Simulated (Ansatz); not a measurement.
A structure relaxed at PBE-D4/def2-SVP in Ansatz, charge 0, singlet:

| atom | x (Å) | y (Å) | z (Å) |
| --- | --- | --- | --- |
| In1 | -0.013 | -0.006 | -0.020 |
| N2 | 1.584 | -0.645 | -1.175 |
| H3 | 2.077 | -1.450 | -0.767 |
| H4 | 2.295 | 0.085 | -1.314 |
| N5 | -0.807 | 1.874 | -0.381 |
| H6 | -1.355 | 2.236 | 0.410 |
| H7 | -0.087 | 2.581 | -0.579 |
| N8 | -1.215 | -1.432 | 0.884 |
| H9 | -0.677 | -2.199 | 1.309 |
| H10 | -1.802 | -1.044 | 1.634 |

**Question.** Give its formula, name or SMILES and point group.

**Answer.** In(NH2)3 (InN3H6). Point group C3v (tolerance 0.1 Å).

**Question.** Summarise the bond lengths by kind (pairs closer than 1.2 times the sum of covalent radii, bridged metal pairs left out).

**Answer.** 3 × In–N 2.07 Å; 6 × H–N 1.03 Å.

In the def2 sets In takes a core potential; there is no spin–orbit coupling.
